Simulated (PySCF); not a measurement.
Mn (manganese, neutral) across methods

[Ar] 3d5 4s1 5s1, high-spin 8S determinant (an excited configuration). Calculation: PySCF 2.14, in x2c-QZVPPall with one added diffuse shell each of s, p, d, f, g type (12s8p6d5f3g, 128 functions); the spin-free X2C one-electron Hamiltonian (Gaussian nucleus). The B2PLYP total includes its PT2 part (frozen core); its orbital energies are those of the SCF part.

```json
{"method": "BLYP", "E (hartree)": "-1158.449", "mean ε 3d α (eV)": "-12.364", "mean ε 4s α (eV)": "-8.830", "mean ε 5s α (eV)": "-1.439", "Σ⟨r²⟩ (bohr²)": "100.6", "⟨S²⟩": "15.750"}
{"method": "PBE", "E (hartree)": "-1158.166", "mean ε 3d α (eV)": "-12.584", "mean ε 4s α (eV)": "-8.959", "mean ε 5s α (eV)": "-1.640", "Σ⟨r²⟩ (bohr²)": "99.12", "⟨S²⟩": "15.750"}
{"method": "UHF", "E (hartree)": "-1157.27256", "mean ε 3d α (eV)": "-21.454", "mean ε 4s α (eV)": "-11.578", "mean ε 5s α (eV)": "-2.379", "Σ⟨r²⟩ (bohr²)": "107.1", "⟨S²⟩": "15.750"}
{"method": "B2PLYP", "E (hartree)": "-1158.120", "mean ε 3d α (eV)": "-17.219", "mean ε 4s α (eV)": "-10.341", "mean ε 5s α (eV)": "-1.954", "Σ⟨r²⟩ (bohr²)": "104.1", "⟨S²⟩": "15.750"}
{"method": "r2SCANh", "E (hartree)": "-1158.370", "mean ε 3d α (eV)": "-13.973", "mean ε 4s α (eV)": "-9.545", "mean ε 5s α (eV)": "-1.677", "Σ⟨r²⟩ (bohr²)": "101.1", "⟨S²⟩": "15.750"}
{"method": "PBE0", "E (hartree)": "-1158.194", "mean ε 3d α (eV)": "-14.922", "mean ε 4s α (eV)": "-9.698", "mean ε 5s α (eV)": "-1.893", "Σ⟨r²⟩ (bohr²)": "101.0", "⟨S²⟩": "15.750"}
{"method": "r2SCAN", "E (hartree)": "-1158.379", "mean ε 3d α (eV)": "-13.093", "mean ε 4s α (eV)": "-9.262", "mean ε 5s α (eV)": "-1.587", "Σ⟨r²⟩ (bohr²)": "100.7", "⟨S²⟩": "15.750"}
{"method": "LDA", "E (hartree)": "-1155.967", "mean ε 3d α (eV)": "-12.784", "mean ε 4s α (eV)": "-9.212", "mean ε 5s α (eV)": "-1.628", "Σ⟨r²⟩ (bohr²)": "98.48", "⟨S²⟩": "15.750"}
```

The outer electron is Rydberg-like, and this basis confines it to a smaller radius and binds it less than a complete one would.
